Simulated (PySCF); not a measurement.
Estimate the missing entries of this data sheet.

C5H8N2O.
Numbering: `[CH3:1][CH2:2][CH2:3][c:4]1[n:5][cH:6][n:7][o:8]1` (hydrogens: H9, H10, H11 on C1; H12, H13 on C2; H14, H15 on C3; H16 on C6)

Conformer (atom-mapped SMILES and torsion angles): `[CH3:1][CH2:2][CH2:3][c:4]1[n:5][cH:6][n:7][o:8]1`: C1–C2–C3–C4 64°, C2–C3–C4–N5 -115°.

```json
{"property": "point group of the GFN2-xTB geometry", "level": "GFN2-xTB", "value": "?"}
{"property": "rotational constants A, B, C of the GFN2-xTB geometry", "level": "GFN2-xTB", "value": "?"}
{"property": "dipole moment", "level": "PBE0/def2-SVPD", "value": "2.14 D"}
{"property": "HOMO energy", "level": "PBE0/def2-SVPD", "value": "-8.28 eV"}
{"property": "LUMO energy", "level": "PBE0/def2-SVPD", "value": "?"}
{"property": "lowest singlet excitation", "level": "TDDFT PBE0/def2-SVPD", "value": "6.00 eV (207 nm, f = 0.005)"}
{"property": "strongest line among the 8 lowest singlet transitions", "level": "TDDFT PBE0/def2-SVPD", "value": "S2 at 6.86 eV (181 nm, f = 0.212)"}
{"property": "lowest triplet excitation (Tamm–Dancoff)", "level": "TDA PBE0/def2-SVPD", "value": "4.57 eV"}
{"property": "static isotropic polarisability", "level": "PBE0/def2-SVPD", "value": "72.3 au"}
{"property": "electronic spatial extent ⟨r²⟩ about the centre of nuclear charge", "level": "PBE0/def2-SVPD", "value": "975 bohr²"}
```

Gas-phase values; electronic properties from PySCF, density fitting. The structure is a single GFN2-xTB conformer in the gas phase; no vibrational or solvent corrections.

Problem. Give the point group of the GFN2-xTB geometry.

Solution. C1.

Problem. Give the rotational constants A, B, C of the GFN2-xTB geometry.

Solution. 4.618, 1.398, 1.350 GHz.

Problem. What is the LUMO energy?

Solution. -0.73 eV.

The rotational constants make it an asymmetric top with κ = (2B − A − C)/(A − C) = -0.97, nearer the prolate limit (−1). The polarisability is 10.71 Å³ as a volume (1 au = 0.148185 Å³), or 1.20 au for each of the 60 electrons. The largest Löwdin shares of the HOMO are 0.35 on N7, 0.16 on C4, 0.15 on C6 and 0.13 on N5. With B = h/(8π²I), that is 505.379 GHz u Å² over I, the principal moments of inertia are 109.4, 361.5 and 374.5 u Å² (most abundant isotopes); the inertial defect Ic − Ia − Ib is -96.4 u Å² (zero for a rigid planar frame, negative otherwise). In wavenumbers S1 is 48400 cm⁻¹ (1 eV = 8065.54 cm⁻¹).
